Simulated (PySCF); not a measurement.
PySCF job for C₂H₉NOSi, SMILES CO[Si@H](C)N, TDA-ωB97X/def2-SVPD. Geometry optimised at PBE-D3(BJ)/def2-SVP. The structure was generated by enumeration; whether it is a known compound was not checked. One conformer was computed; it need not be the lowest.

```python
import numpy as np
from pyscf import gto, scf, dft, tdscf

mol = gto.M(
    atom='''
    C     1.97909803   -0.05951785    0.67467267
    O     1.23085466   -0.07441624   -0.52337595
    Si   -0.45596819   -0.05920729   -0.52594513
    C    -1.15431556    1.55336168    0.14913197
    N    -1.07465468   -1.33541745    0.47787495
    H     1.53571480   -0.72203068    1.45373310
    H     2.05908286    0.96712353    1.10461746
    H     3.00964331   -0.41514368    0.46278676
    H    -0.75750562   -0.22519695   -1.98703813
    H    -2.25415637    1.60720533    0.01418040
    H    -0.70440958    2.41795476   -0.37914543
    H    -0.93500092    1.66547359    1.23107019
    H    -1.02230217   -2.31877410    0.20830802
    H    -1.82046088   -1.16752067    1.15377474
    ''',
    basis='def2-SVPD',
    charge=0,
    spin=0,
    max_memory=1600,
    verbose=4,
)
mf = dft.RKS(mol, xc='wb97x').density_fit(auxbasis='def2-universal-jkfit')
mf.grids.level = 3
mf.conv_tol = 1e-9
mf.max_cycle = 100
mf.kernel()
mf.grids = dft.Grids(mol).set(level=1).build(with_non0tab=True)  # coarser grid for the response kernel
td = tdscf.TDA(mf)
td.singlet = True
td.nstates = 10
td.conv_tol = 1e-4
td.positive_eig_threshold = 1e-6
td.kernel(x0=td.get_init_guess(mf, 15))
td.analyze()
tt = tdscf.TDA(mf)
tt.singlet = False
tt.nstates = 4
tt.conv_tol = 1e-4
tt.positive_eig_threshold = 1e-6
tt.kernel(x0=tt.get_init_guess(mf, 9))
tt.analyze(verbose=3)
```

It prints:

```
PySCF version 2.14.0

[INPUT] verbose = 4
[INPUT] num. atoms = 14
[INPUT] num. electrons = 50
[INPUT] charge = 0
[INPUT] spin (= nelec alpha-beta = 2S) = 0
[INPUT] symmetry False subgroup None
[INPUT] Mole.unit = angstrom
[INPUT] Symbol           X                Y                Z      unit          X                Y                Z       unit  Magmom
[INPUT]  1 C      1.979098030000  -0.059517850000   0.674672670000 AA    3.739953250366  -0.112472436023   1.274946570029 Bohr   0.0
[INPUT]  2 O      1.230854660000  -0.074416240000  -0.523375950000 AA    2.325978206545  -0.140626312820  -0.989037205684 Bohr   0.0
[INPUT]  3 Si    -0.455968190000  -0.059207290000  -0.525945130000 AA   -0.861655000614  -0.111885562678  -0.993892252249 Bohr   0.0
[INPUT]  4 C     -1.154315560000   1.553361680000   0.149131970000 AA   -2.181340269724   2.935428147594   0.281818579717 Bohr   0.0
[INPUT]  5 N     -1.074654680000  -1.335417450000   0.477874950000 AA   -2.030803023682  -2.523573242465   0.903052777290 Bohr   0.0
[INPUT]  6 H      1.535714800000  -0.722030680000   1.453733100000 AA    2.902080377441  -1.364440238733   2.747157417215 Bohr   0.0
[INPUT]  7 H      2.059082860000   0.967123530000   1.104617460000 AA    3.891102673186   1.827598600323   2.087424471813 Bohr   0.0
[INPUT]  8 H      3.009643310000  -0.415143680000   0.462786760000 AA    5.687401588529  -0.784507857544   0.874540230475 Bohr   0.0
[INPUT]  9 H     -0.757505620000  -0.225196950000  -1.987038130000 AA   -1.431478159619  -0.425560559587  -3.754957864768 Bohr   0.0
[INPUT] 10 H     -2.254156370000   1.607205330000   0.014180400000 AA   -4.259738181244   3.037177899641   0.026797072337 Bohr   0.0
[INPUT] 11 H     -0.704409580000   2.417954760000  -0.379145430000 AA   -1.331141185720   4.569272277988  -0.716481024080 Bohr   0.0
[INPUT] 12 H     -0.935000920000   1.665473590000   1.231070190000 AA   -1.766895665016   3.147288952796   2.326385499216 Bohr   0.0
[INPUT] 13 H     -1.022302170000  -2.318774100000   0.208308020000 AA   -1.931871117849  -4.381847993735   0.393645107350 Bohr   0.0
[INPUT] 14 H     -1.820460880000  -1.167520670000   1.153774740000 AA   -3.440172483685  -2.206294311069   2.180318268041 Bohr   0.0

nuclear repulsion = 251.181453995051
number of shells = 79
number of NR pGTOs = 255
number of NR cGTOs = 179
basis = def2-SVPD
ecp = {}


[settings echo left out]
init E= -501.027655525964
  HOMO = -0.318985329355009  LUMO = 0.0310118609222023  gap/eV = 9.52391
cycle= 1 E= -500.782644090086  delta_E= 0.245  |g|= 0.679  |ddm|= 4.42
  HOMO = -0.254497235406958  LUMO = 0.0843876851305398  gap/eV = 9.22153
cycle= 2 E= -500.77857141131  delta_E= 0.00407  |g|= 0.743  |ddm|= 1.55
  HOMO = -0.36567379190816  LUMO = 0.0819055223433764  gap/eV = 12.17925
cycle= 3 E= -500.878605816048  delta_E= -0.1  |g|= 0.0597  |ddm|= 0.624
  HOMO = -0.369905913658187  LUMO = 0.082365199573105  gap/eV = 12.30692
cycle= 4 E= -500.879299202068  delta_E= -0.000693  |g|= 0.0308  |ddm|= 0.117
  HOMO = -0.365796558511834  LUMO = 0.0835314597126957  gap/eV = 12.22684
cycle= 5 E= -500.879516959532  delta_E= -0.000218  |g|= 0.00658  |ddm|= 0.0619
  HOMO = -0.36708277004737  LUMO = 0.0833437881658408  gap/eV = 12.25673
cycle= 6 E= -500.879527537313  delta_E= -1.06e-05  |g|= 0.0017  |ddm|= 0.0179
  HOMO = -0.366903218763416  LUMO = 0.0833327422110024  gap/eV = 12.25154
cycle= 7 E= -500.879528450657  delta_E= -9.13e-07  |g|= 0.000453  |ddm|= 0.00684
  HOMO = -0.366911839274957  LUMO = 0.083335864461501  gap/eV = 12.25186
cycle= 8 E= -500.879528541186  delta_E= -9.05e-08  |g|= 8.47e-05  |ddm|= 0.00285
  HOMO = -0.366919577434577  LUMO = 0.0833312730533065  gap/eV = 12.25195
cycle= 9 E= -500.879528545972  delta_E= -4.79e-09  |g|= 2.66e-05  |ddm|= 0.000844
  HOMO = -0.366917246322291  LUMO = 0.0833314084169245  gap/eV = 12.25189
cycle= 10 E= -500.879528546375  delta_E= -4.02e-10  |g|= 5.58e-06  |ddm|= 0.000229
  HOMO = -0.366918063718726  LUMO = 0.0833310870021342  gap/eV = 12.25190
Extra cycle  E= -500.879528546392  delta_E= -1.74e-11  |g|= 2.83e-06  |ddm|= 3.74e-05
converged SCF energy = -500.879528546392
tot grids = 49320
Overwritten attributes  positive_eig_threshold  of <class 'pyscf.tdscf.rks.TDA'>


******** <class 'pyscf.tdscf.rks.TDA'> for <class 'pyscf.df.df_jk.DFRKS'> ********
nstates = 10 singlet
deg_eia_thresh = 1.000e-03
wfnsym = None
conv_tol = 0.0001
eigh lindep = 1e-12
eigh level_shift = 0
eigh max_cycle = 100


Excitation energies (eV)
[7.0513861  8.02698256 8.29339918 8.57532326 8.601592   8.68651422
 8.73152544 8.9610143  9.06891726 9.29723646]

** Singlet excitation energies and oscillator strengths **
Excited State   1:      7.05139 eV    175.83 nm  f=0.0527
      24 -> 26       -0.20187
      24 -> 27        0.11644
      25 -> 26       -0.56331
      25 -> 27        0.29357
      25 -> 29       -0.10718
Excited State   2:      8.02698 eV    154.46 nm  f=0.0053
      24 -> 26        0.52088
      24 -> 28        0.20701
      24 -> 29       -0.19706
      24 -> 30       -0.14429
      25 -> 26       -0.20870
      25 -> 29        0.13515
Excited State   3:      8.29340 eV    149.50 nm  f=0.0142
      25 -> 26        0.20328
      25 -> 27        0.43891
      25 -> 28       -0.16599
      25 -> 29        0.23270
      25 -> 30        0.32835
      25 -> 36        0.11346
Excited State   4:      8.57532 eV    144.58 nm  f=0.0045
      24 -> 27       -0.11996
      24 -> 31        0.14269
      25 -> 27        0.24587
      25 -> 30       -0.38638
      25 -> 31        0.37547
      25 -> 40       -0.11857
Excited State   5:      8.60159 eV    144.14 nm  f=0.0046
      24 -> 26       -0.22362
      24 -> 27       -0.38896
      24 -> 29       -0.34963
      24 -> 30       -0.30654
Excited State   6:      8.68651 eV    142.73 nm  f=0.0342
      23 -> 26       -0.15914
      24 -> 26       -0.17905
      24 -> 27        0.39185
      24 -> 29       -0.15381
      24 -> 30       -0.11252
      24 -> 32        0.10882
      25 -> 27       -0.15698
      25 -> 29        0.29957
      25 -> 31        0.15358
Excited State   7:      8.73153 eV    142.00 nm  f=0.0150
      23 -> 26       -0.51247
      23 -> 28       -0.24482
      23 -> 29        0.21592
      23 -> 30        0.12159
      24 -> 27       -0.14159
      24 -> 29        0.13180
      25 -> 28       -0.10463
Excited State   8:      8.96101 eV    138.36 nm  f=0.1384
      22 -> 26        0.21895
      24 -> 27       -0.19212
      24 -> 28       -0.20706
      24 -> 29        0.18098
      25 -> 26       -0.19509
      25 -> 28        0.16920
      25 -> 29        0.40155
      25 -> 32        0.15616
Excited State   9:      9.06892 eV    136.71 nm  f=0.0673
      22 -> 26       -0.18766
      23 -> 27       -0.18533
      23 -> 29       -0.24024
      23 -> 30       -0.17821
      24 -> 26       -0.11949
      24 -> 28        0.37219
      24 -> 29        0.13181
      24 -> 30        0.14111
      25 -> 27       -0.10720
      25 -> 28       -0.14358
      25 -> 29        0.16507
      25 -> 33       -0.11630
Excited State  10:      9.29724 eV    133.36 nm  f=0.0743
      21 -> 26       -0.10230
      22 -> 27       -0.10801
      23 -> 26        0.18068
      23 -> 27       -0.18048
      23 -> 28        0.12011
      23 -> 29        0.35593
      23 -> 30        0.26463
      24 -> 28        0.17578
      25 -> 30       -0.15058
      25 -> 32        0.11061

** Transition electric dipole moments (AU) **
state          X           Y           Z        Dip. S.      Osc.
  1         0.4290     -0.0478      0.3445      0.3050      0.0527
  2        -0.0625      0.1141     -0.0994      0.0268      0.0053
  3         0.2351     -0.0736     -0.0960      0.0699      0.0142
  4         0.0331     -0.1118     -0.0874      0.0212      0.0045
  5         0.1309      0.0477      0.0502      0.0219      0.0046
  6        -0.1666      0.2522     -0.2637      0.1609      0.0342
  7         0.1745     -0.1751      0.0943      0.0700      0.0150
  8         0.0519      0.5186     -0.5988      0.6303      0.1384
  9         0.2673     -0.4025     -0.2634      0.3029      0.0673
 10         0.0050     -0.3517     -0.4500      0.3262      0.0743

** Transition velocity dipole moments (imaginary part, AU) **
state          X           Y           Z        Dip. S.      Osc.
  1         0.1172     -0.0054      0.0833      0.0207      0.0532
  2        -0.0217      0.0398     -0.0179      0.0024      0.0054
  3         0.0873     -0.0157      0.0110      0.0080      0.0175
  4         0.0062     -0.0346     -0.0413      0.0029      0.0062
  5         0.0354      0.0293      0.0119      0.0023      0.0048
  6        -0.0382      0.0678     -0.0783      0.0122      0.0255
  7         0.0543     -0.0680      0.0115      0.0077      0.0160
  8         0.0058      0.1385     -0.1632      0.0459      0.0928
  9         0.0794     -0.1728     -0.0596      0.0397      0.0795
 10         0.0186     -0.1066     -0.1568      0.0363      0.0708

** Transition magnetic dipole moments (imaginary part, AU) **
state          X           Y           Z
  1         0.6007     -0.5663     -0.5828
  2        -0.5684      0.0543      0.2957
  3         0.2989      0.9063     -0.1393
  4         0.6093      0.0163     -0.1047
  5        -0.0273      0.3219     -0.9267
  6        -0.7232     -0.0513      0.0174
  7        -0.1088      0.5877      0.1705
  8         0.1559      0.8365     -0.0344
  9         0.1236      0.6006      0.2494
 10         0.3817     -1.0676      0.1203


******** <class 'pyscf.tdscf.rks.TDA'> for <class 'pyscf.df.df_jk.DFRKS'> ********
nstates = 4 triplet
deg_eia_thresh = 1.000e-03
wfnsym = None
conv_tol = 0.0001
eigh lindep = 1e-12
eigh level_shift = 0
eigh max_cycle = 100


Excitation energies (eV)
[6.74582418 7.86416479 8.02446213 8.31756119]

** Triplet excitation energies and oscillator strengths **
Excited State   1:      6.74582 eV    183.79 nm  f=0.0000
Excited State   2:      7.86416 eV    157.66 nm  f=0.0000
Excited State   3:      8.02446 eV    154.51 nm  f=0.0000
Excited State   4:      8.31756 eV    149.06 nm  f=0.0000
```

The calculation finished and met its thresholds.

Cost: around 10 core-minutes (rough).
